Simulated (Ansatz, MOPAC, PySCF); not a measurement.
Noncovalent pair: NH3 (SMILES N) (first 4 atoms) with COS (SMILES O=C=S); geometry from B3LYP-D3(BJ)/def2-TZVP, rigid monomers moved along the line of their centres of mass till N1···C6 is 3.63 Å.
(charge 0, multiplicity 1):
```json
[
 {"atom": "N", "x (Å)": "0.0814", "y (Å)": "-0.0846", "z (Å)": "0.0266"},
 {"atom": "H", "x (Å)": "0.7166", "y (Å)": "0.6971", "z (Å)": "-0.0873"},
 {"atom": "H", "x (Å)": "0.5014", "y (Å)": "-0.8862", "z (Å)": "-0.4297"},
 {"atom": "H", "x (Å)": "-0.7699", "y (Å)": "0.1382", "z (Å)": "-0.4762"},
 {"atom": "O", "x (Å)": "1.1905", "y (Å)": "1.0087", "z (Å)": "3.2810"},
 {"atom": "C", "x (Å)": "0.4139", "y (Å)": "0.2268", "z (Å)": "3.6288"},
 {"atom": "S", "x (Å)": "-0.6254", "y (Å)": "-0.8196", "z (Å)": "4.1416"}
]
```

Interaction energies are E(AB) − E(A) − E(B) at the monomers' geometry in the complex; basis-set methods are counterpoise corrected. Rows marked so take none.

Rows in 6-31G* carry no dispersion term and start afresh at each structure (6-31G* with six Cartesian d functions). The state that PM6 reach isn't checked.

Programs: Ansatz (an electronic-structure program) with Gaussian orbitals; MOPAC for PM6 (differences of heats of formation); PySCF for 6-31G* rows. Each number belongs to the level named beside it.

Problem. One of these levels gives -2.4 kJ/mol for the interaction energy. Which?
A) PM6
B) B3LYP/def2-TZVPPD
C) M06-2X/6-31G* (no counterpoise)

Solution. B, B3LYP/def2-TZVPPD. The others give -5.1 (PM6), -9.0 (M06-2X/6-31G* (no counterpoise))
